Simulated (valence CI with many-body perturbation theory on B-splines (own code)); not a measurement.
**E1 line list for Ag¹⁶⁺**

Calculated by configuration interaction combined with many-body perturbation theory (CI+MBPT): three valence electrons over a frozen Dirac-Fock core [Ar] 3d10, radial functions for each j: 11 s, 11 p, 9 d, 7 f, 5 g, 2 h, 1 i, with the one-electron correlation potential Σ1 (screened to all orders), the two-electron term Σ2, the three-electron term Σ3, Breit, model QED; selected single and double excitations, second order for the rest (own B-spline code, finite nucleus).

No measured spectrum was set against this ion. As an estimate, levels hold to about 250 cm⁻¹ or 0.2 % of their energy and the worst to 1 %, as in measured heavy ions of charge 2 to 7; those with d or f electrons hold less well.

Lines 151 to 200 of 279 in falling wavelength, among levels below 1359800 cm⁻¹, chosen from the strongest by gf and those to the six lowest levels. Wavelengths and rates use the calculated energies, so an error of 1000 cm⁻¹ moves a line at 18.64 nm by 0.19 % and its rate by three times that or more. Electric multipoles are in the length gauge, E1 and E2 with the static RPA response of the core. Weak lines are less certain than strong ones. Lines between different terms over intervals too small for the method are left out, as are lines whose strength nearly cancels. Where a level lies close to another of its J and parity, the split of strength between their lines is uncertain. The highest levels of a list are the least certain.

Names give the largest LS component (configuration and term), which can be under half, so a name can repeat, a term be missing and a line seem to break the LS rules; names also repeat where a configuration has a term twice. Letters in brackets count levels of one name in rising energy.

| λ vac (nm) | Upper | Lower | A (s⁻¹) | S (a.u.) |
| --- | --- | --- | --- | --- |
| 18.64 | 4p3 2P°_3/2 | 4s.4p2 4P_1/2 | 3.06e+08 | 3.91e-03 |
| 18.63 | 4s.4p.4d 4P°_3/2 | 4s.4p2 2D_3/2 | 1.13e+10 | 1.44e-01 |
| 18.61 | 4s.4p.4d 4D°_5/2 | 4s.4p2 2D_3/2 | 6.87e+09 | 1.31e-01 |
| 18.60 | 4p2.4d 2S_1/2 | 4p3 2P°_3/2 | 7.40e+10 | 4.70e-01 |
| 18.58 | 4p2.4d 2P_3/2 [b] | 4s.4p.4d 4F°_3/2 | 1.12e+10 | 1.41e-01 |
| 18.51 | 4s.4p.4d 4D°_3/2 | 4s.4p2 4P_5/2 | 3.14e+09 | 3.93e-02 |
| 18.51 | 4s2.4d 2D_3/2 | 4s2.4p 2P°_3/2 | 2.24e+10 | 2.81e-01 |
| 18.51 | 4p2.4d 2P_1/2 [c] | 4p3 2P°_1/2 | 7.68e+10 | 4.80e-01 |
| 18.48 | 4p2.4d 4P_5/2 | 4p3 2D°_5/2 | 3.30e+10 | 6.17e-01 |
| 18.47 | 4s.4p.4d 2P°_1/2 [b] | 4s.4p2 2S_1/2 | 1.86e+10 | 1.16e-01 |
| 18.43 | 4s.4p.4d 4F°_3/2 | 4s.4p2 4P_1/2 | 1.40e+09 | 1.74e-02 |
| 18.38 | 4p2.4d 2P_3/2 [b] | 4p3 2P°_3/2 | 5.00e+10 | 6.13e-01 |
| 18.37 | 4s.4p.4d 2D°_3/2 [b] | 4s.4p2 2P_3/2 | 1.42e+10 | 1.74e-01 |
| 18.35 | 4s.4p.4d 2P°_3/2 [b] | 4s.4p2 2P_3/2 | 8.34e+10 | 1.02e+00 |
| 18.34 | 4p2.4d 4P_3/2 | 4p3 2D°_5/2 | 1.16e+10 | 1.41e-01 |
| 18.34 | 4p2.4d 4P_5/2 | 4p3 4S°_3/2 [b] | 3.94e+10 | 7.19e-01 |
| 18.19 | 4s2.4f 2F°_7/2 | 4s2.4d 2D_5/2 | 1.56e+11 | 3.71e+00 |
| 18.19 | 4s.4p.4d 2D°_5/2 [b] | 4s.4p2 2P_3/2 | 1.66e+11 | 2.96e+00 |
| 18.18 | 4s2.4f 2F°_5/2 | 4s2.4d 2D_5/2 | 1.19e+10 | 2.11e-01 |
| 18.17 | 4s2.4d 2D_5/2 | 4s2.4p 2P°_3/2 | 1.09e+11 | 1.94e+00 |
| 18.11 | 4s.4p.4d 2D°_3/2 [b] | 4s.4p2 2S_1/2 | 1.18e+11 | 1.38e+00 |
| 18.06 | 4p2.4d 4D_5/2 | 4p3 4S°_3/2 [a] | 6.59e+09 | 1.15e-01 |
| 18.04 | 4s.4p.4d 2D°_5/2 [a] | 4s.4p2 2D_3/2 | 3.55e+09 | 6.16e-02 |
| 17.99 | 4s.4p.4d 4P°_5/2 | 4s.4p2 4P_3/2 | 6.62e+10 | 1.14e+00 |
| 17.92 | 4s.4p.4d 2P°_3/2 [a] | 4s.4p2 2P_1/2 | 1.16e+11 | 1.31e+00 |
| 17.85 | 4s2.4f 2F°_5/2 | 4s2.4d 2D_3/2 | 1.55e+11 | 2.62e+00 |
| 17.80 | 4s.4p.4d 4D°_3/2 | 4s.4p2 4P_3/2 | 1.61e+10 | 1.80e-01 |
| 17.72 | 4p2.4d 2D_5/2 | 4p3 2D°_5/2 | 2.30e+10 | 3.79e-01 |
| 17.69 | 4s.4p.4d 4D°_1/2 | 4s.4p2 4P_3/2 | 2.60e+09 | 1.42e-02 |
| 17.65 | 4s.4p.4d 2F°_7/2 [a] | 4s.4p2 2D_5/2 | 2.90e+10 | 6.29e-01 |
| 17.60 | 4p2.4d 2P_1/2 [b] | 4p3 4S°_3/2 [b] | 6.40e+10 | 3.44e-01 |
| 17.59 | 4p2.4d 2D_5/2 | 4p3 4S°_3/2 [b] | 1.57e+10 | 2.53e-01 |
| 17.47 | 4s.4p.4d 2F°_5/2 [a] | 4s.4p2 4P_5/2 | 1.17e+10 | 1.84e-01 |
| 17.38 | 4s.4p.4d 2D°_3/2 [a] | 4s.4p2 4P_5/2 | 6.72e+09 | 6.97e-02 |
| 17.24 | 4p2.4d 2P_3/2 [b] | 4p3 2P°_1/2 | 3.57e+10 | 3.61e-01 |
| 17.19 | 4p2.4d 2D_3/2 [b] | 4p3 2D°_5/2 | 1.56e+10 | 1.57e-01 |
| 17.17 | 4s.4p.4d 4D°_7/2 | 4s.4p2 4P_5/2 | 1.22e+11 | 2.44e+00 |
| 17.15 | 4s.4p.4d 4P°_3/2 | 4s.4p2 4P_5/2 | 2.64e+10 | 2.63e-01 |
| 17.13 | 4s.4p.4d 4D°_5/2 | 4s.4p2 4P_5/2 | 6.82e+10 | 1.02e+00 |
| 17.13 | 4p2.4d 4P_5/2 | 4p3 4S°_3/2 [a] | 6.41e+10 | 9.54e-01 |
| 17.07 | 4p2.4d 2P_1/2 [a] | 4p3 4S°_3/2 [a] | 7.86e+10 | 3.85e-01 |
| 17.07 | 4p2.4d 2D_3/2 [b] | 4p3 4S°_3/2 [b] | 1.08e+11 | 1.06e+00 |
| 17.01 | 4p2.4d 4P_3/2 | 4p3 4S°_3/2 [a] | 1.19e+11 | 1.16e+00 |
| 17.01 | 4p2.4d 2F_5/2 [b] | 4p3 2D°_5/2 | 5.10e+10 | 7.42e-01 |
| 16.98 | 4s.4p.4d 2F°_7/2 [b] | 4s.4p2 2D_5/2 | 1.18e+11 | 2.29e+00 |
| 16.92 | 4s.4p.4d 2P°_1/2 [a] | 4s.4p2 2P_1/2 | 2.44e+10 | 1.17e-01 |
| 16.88 | 4p2.4d 2F_5/2 [b] | 4p3 4S°_3/2 [b] | 9.45e+10 | 1.35e+00 |
| 16.86 | 4s.4p.4d 2P°_3/2 [a] | 4s.4p2 2D_3/2 | 2.53e+09 | 2.39e-02 |
| 16.83 | 4s.4p.4d 2F°_5/2 [a] | 4s.4p2 4P_3/2 | 1.96e+10 | 2.76e-01 |
| 16.79 | 4s.4p.4d 4D°_3/2 | 4s.4p2 4P_1/2 | 9.38e+10 | 8.76e-01 |
